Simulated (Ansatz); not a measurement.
C3H9N, SMILES `CCCN` (charge 0, multiplicity 1).

All values below come from Ansatz (an electronic-structure program) with PBE0/cc-pVTZ // PBE0-D3(BJ)/def2-TZVP.

Ansatz 0.2 input:
```yaml
crystal:
  periodic: [false, false, false]
  atoms:
    - { symbol: C, position_ang: [1.700643, 0.23666, -0.22476] }
    - { symbol: C, position_ang: [0.306135, -0.339417, -0.399374] }
    - { symbol: C, position_ang: [-0.724739, 0.329698, 0.500296] }
    - { symbol: N, position_ang: [-2.086243, -0.164741, 0.393703] }
    - { symbol: H, position_ang: [2.048864, 0.119602, 0.805368] }
    - { symbol: H, position_ang: [2.425157, -0.255057, -0.877218] }
    - { symbol: H, position_ang: [1.717063, 1.305333, -0.456689] }
    - { symbol: H, position_ang: [0.317246, -1.415399, -0.18795] }
    - { symbol: H, position_ang: [-0.01283, -0.23583, -1.443449] }
    - { symbol: H, position_ang: [-0.410079, 0.230739, 1.545324] }
    - { symbol: H, position_ang: [-0.738934, 1.405949, 0.294468] }
    - { symbol: H, position_ang: [-2.118321, -1.154893, 0.606419] }
    - { symbol: H, position_ang: [-2.42396, -0.06264, -0.556139] }
basis:
  gaussian: { orbitals: cc-pVTZ }
hamiltonian:
  xc: pbe0
```

Output:

```
Functional definition: PBE0
1237 factors; their error is unknown
mean field evaluation 1: about -4733.9555 eV, gradient 6.7e1 eV
mean field evaluation 2: about -4729.3018 eV, gradient 8.0e1 eV
mean field evaluation 4: about -4743.8877 eV, gradient 2.8e0 eV
mean field evaluation 8: about -4743.9104 eV, gradient 4.8e-2 eV
mean field evaluation 16: about -4743.8948 eV, gradient 1.6e-5 eV
mean field -4743.89483657 eV, -174.3349197164 hartree, gradient 1.6e-5 eV, S^2 0.000000; 0 other end points of the search recorded, 0 dependent functions left out
reference -4743.89486600 eV, -174.3349207980 hartree; 17, 17 occupied and 229, 229 virtual orbitals, 1237 factors
Total energy: -4743.89486600 eV, -174.3349207980 hartree
```
